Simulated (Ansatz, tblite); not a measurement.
Forces on `COc1ccc(-c2ccc(-c3ccc(-c4ccc(-c5ccc(-c6ccc(C(F)=C(F)F)cc6)s5)s4)s3)s2)cc1` at its PBE-D4/def2-SVP geometry. Total charge 0; singlet.

The xTB rows come from tblite. Single mean-field runs in def2-SVP are fitted with def2-universal-jkfit.

GFN1-xTB (tblite), largest force 1.06 eV/Å:

```xyz
58
positions Å, forces eV/Å
C     5.328    7.005  -10.035    0.351   -0.096   -0.329
O     4.303    7.606   -9.267    0.127   -0.382    0.087
C     3.761    6.896   -8.242   -0.347   -0.256    0.532
C     2.737    7.540   -7.512    0.076   -0.196    0.011
C     2.118    6.897   -6.444    0.067   -0.051   -0.062
C     2.494    5.584   -6.052    0.069    0.266   -0.214
C     1.843    4.924   -4.923   -0.315   -0.155    0.452
C     0.939    5.446   -3.998    0.256   -0.076   -0.265
C     0.514    4.513   -3.023    0.110   -0.331    0.036
C     1.083    3.248   -3.178   -0.006    0.384   -0.177
C     0.900    2.062   -2.383   -0.003   -0.361    0.180
C     1.490    0.803   -2.523   -0.110    0.334   -0.025
C     1.074   -0.129   -1.545   -0.214    0.060    0.249
C     0.155    0.392   -0.631    0.206    0.113   -0.311
C    -0.478   -0.248    0.491   -0.198   -0.118    0.321
C    -1.433    0.261    1.376    0.224   -0.063   -0.246
C    -1.829   -0.661    2.371    0.111   -0.315    0.029
C    -1.190   -1.899    2.273   -0.005    0.345   -0.161
C    -1.334   -3.068    3.101    0.019   -0.353    0.192
C    -0.733   -4.322    2.972   -0.122    0.315   -0.025
C    -1.111   -5.234    3.985   -0.224    0.081    0.231
C    -2.010   -4.707    4.913    0.265    0.110   -0.391
C    -2.611   -5.344    6.078   -0.032   -0.195    0.160
C    -2.196   -6.634    6.500   -0.093    0.038    0.111
C    -2.760   -7.257    7.610   -0.130    0.180    0.049
C    -3.776   -6.617    8.365    0.140    0.297   -0.375
C    -4.411   -7.206    9.540    0.221   -0.911    0.380
F    -5.360   -6.450   10.144    0.363   -0.250   -0.259
C    -4.185   -8.413   10.120   -0.193    0.948   -0.433
F    -4.828   -8.838   11.193    0.148    0.031   -0.202
F    -3.299   -9.301    9.686   -0.235    0.242    0.110
C    -4.195   -5.329    7.951    0.176   -0.067   -0.185
C    -3.627   -4.713    6.836   -0.050   -0.044    0.074
S    -2.377   -3.040    4.508    0.220   -0.328   -0.178
S    -0.075   -1.901    0.919   -0.298    0.309    0.147
S    -0.189    2.071   -1.008    0.267   -0.313   -0.195
S     2.153    3.236   -4.565   -0.204    0.343    0.156
C     3.519    4.958   -6.796    0.028    0.056   -0.043
C     4.147    5.591   -7.875   -0.200    0.147    0.154
H     5.618    7.745  -10.804   -0.123   -0.296    0.314
H     6.220    6.757   -9.417   -0.425    0.149   -0.248
H     4.977    6.077  -10.541    0.111    0.442    0.237
H     2.442    8.556   -7.813    0.120   -0.504    0.184
H     1.316    7.420   -5.904    0.382   -0.244   -0.242
H     0.603    6.491   -4.018    0.127   -0.550    0.062
H    -0.189    4.751   -2.212    0.374   -0.095   -0.453
H     2.210    0.575   -3.321   -0.384    0.086    0.440
H     1.430   -1.168   -1.497   -0.170    0.565   -0.051
H    -1.831    1.282    1.292    0.197   -0.554    0.075
H    -2.572   -0.441    3.150    0.397   -0.084   -0.429
H    -0.040   -4.565    2.154   -0.367    0.100    0.459
H    -0.744   -6.268    4.032   -0.147    0.541   -0.077
H    -1.402   -7.158    5.950   -0.381    0.237    0.253
H    -2.403   -8.254    7.898   -0.170    0.445   -0.122
H    -4.982   -4.813    8.517    0.362   -0.223   -0.267
H    -3.987   -3.715    6.540    0.215   -0.490    0.125
H     3.847    3.943   -6.519   -0.196    0.491   -0.120
H     4.940    5.060   -8.418   -0.388    0.242    0.275
```

GFN2-xTB (tblite), largest force 1.35 eV/Å:

```
C 0.224 -0.146 -0.158
O 0.240 -0.217 -0.136
C -0.203 -0.412 0.467
C -0.007 -0.278 0.149
C 0.104 -0.026 -0.118
C 0.121 0.253 -0.264
C -0.293 0.259 0.248
C 0.212 -0.237 -0.137
C 0.179 -0.219 -0.102
C -0.239 0.309 0.154
C 0.231 -0.292 -0.144
C -0.181 0.221 0.122
C -0.175 0.210 0.125
C 0.244 -0.273 -0.174
C -0.248 0.255 0.176
C 0.184 -0.208 -0.120
C 0.180 -0.209 -0.115
C -0.239 0.283 0.157
C 0.229 -0.294 -0.118
C -0.179 0.201 0.110
C -0.188 0.224 0.107
C 0.275 -0.270 -0.205
C -0.087 -0.189 0.224
C -0.113 -0.003 0.167
C -0.082 0.199 -0.018
C 0.238 0.319 -0.508
C 0.304 -0.745 0.163
F 0.125 -0.097 -0.082
C -0.132 1.172 -0.665
F 0.013 -0.167 0.100
F -0.066 -0.078 0.132
C 0.222 -0.058 -0.248
C -0.037 -0.110 0.098
S 0.174 -0.229 -0.174
S -0.210 0.218 0.090
S 0.186 -0.211 -0.140
S -0.159 0.254 0.140
C 0.020 0.141 -0.079
C -0.327 0.116 0.315
H -0.196 -0.322 0.410
H -0.464 0.166 -0.268
H 0.118 0.484 0.258
H 0.182 -0.649 0.205
H 0.504 -0.331 -0.329
H 0.204 -0.743 0.055
H 0.486 -0.179 -0.560
H -0.506 0.166 0.553
H -0.251 0.724 -0.022
H 0.288 -0.712 0.053
H 0.522 -0.157 -0.537
H -0.480 0.185 0.569
H -0.226 0.731 -0.079
H -0.504 0.329 0.339
H -0.209 0.609 -0.193
H 0.463 -0.273 -0.350
H 0.270 -0.603 0.148
H -0.251 0.603 -0.136
H -0.491 0.307 0.347
```

PBE0-D4/def2-SVP (Ansatz), largest force 0.85 eV/Å:

```
C -0.118 0.063 0.093
O 0.146 -0.557 0.171
C -0.003 0.027 -0.015
C 0.096 -0.197 0.012
C 0.137 -0.132 -0.084
C 0.195 0.187 -0.326
C -0.291 -0.129 0.430
C 0.295 -0.158 -0.289
C 0.189 -0.425 -0.048
C 0.003 0.508 -0.235
C -0.003 -0.507 0.244
C -0.187 0.422 0.039
C -0.311 0.165 0.307
C 0.298 0.159 -0.453
C -0.298 -0.159 0.455
C 0.316 -0.161 -0.300
C 0.203 -0.419 -0.028
C -0.011 0.503 -0.256
C 0.010 -0.500 0.263
C -0.198 0.414 0.037
C -0.295 0.162 0.294
C 0.278 0.132 -0.445
C -0.174 -0.215 0.353
C -0.122 0.151 0.056
C -0.119 0.170 0.023
C 0.143 0.246 -0.344
C -0.204 -0.470 0.577
F 0.513 -0.394 -0.337
C -0.047 0.139 -0.037
F 0.428 0.237 -0.683
F -0.573 0.557 0.292
C 0.129 -0.193 -0.024
C 0.118 -0.159 -0.037
S 0.380 -0.443 -0.270
S -0.402 0.440 0.245
S 0.384 -0.446 -0.264
S -0.367 0.444 0.269
C -0.127 0.180 0.048
C -0.140 0.193 0.040
H -0.088 -0.189 0.211
H -0.256 0.089 -0.144
H 0.063 0.263 0.144
H 0.077 -0.264 0.078
H 0.206 -0.134 -0.141
H 0.084 -0.267 0.009
H 0.175 -0.055 -0.204
H -0.180 0.053 0.202
H -0.086 0.261 -0.016
H 0.097 -0.256 0.025
H 0.185 -0.050 -0.196
H -0.173 0.057 0.207
H -0.091 0.263 -0.017
H -0.207 0.133 0.145
H -0.089 0.250 -0.075
H 0.201 -0.128 -0.145
H 0.088 -0.257 0.084
H -0.081 0.260 -0.077
H -0.202 0.138 0.137
```
